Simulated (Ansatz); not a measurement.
Mulliken charges of C$_{2}$HF$_{5}$O, SMILES `FC(F)OC(F)(F)F` from PBE/def2-TZVPP in Ansatz (PBE0-D4/def2-TZVP geometry).

```csv
atom,x (Å),y (Å),z (Å),charge (e)
F1,1.028,-1.053,1.458,-0.132
C2,-0.034,-0.972,0.650,0.279
F3,-0.442,-2.209,0.378,-0.129
O4,0.351,-0.403,-0.554,-0.163
C5,0.076,0.912,-0.724,0.422
F6,0.620,1.666,0.229,-0.123
F7,0.561,1.274,-1.892,-0.104
F8,-1.239,1.148,-0.709,-0.130
H9,-0.831,-0.411,1.147,0.080
```

Q: By hand: the dipole of these point charges (1 e Å = 4.8032 D).

A: Σ q r = (-0.153, 0.084, 0.077) e Å, of length 0.191 e Å = 0.92 D.

Q: How does the dipole of the full density compare? (An estimate is asked.)

A: The calculation gave: (-0.189, 0.088, 0.123) e Å, 1.16 D; the point charges give 0.79 times that, at 8° from its direction.

Point charges leave out the atoms' own dipoles, such as those of lone pairs, and Mulliken's split depends on the basis, so the two needn't agree.
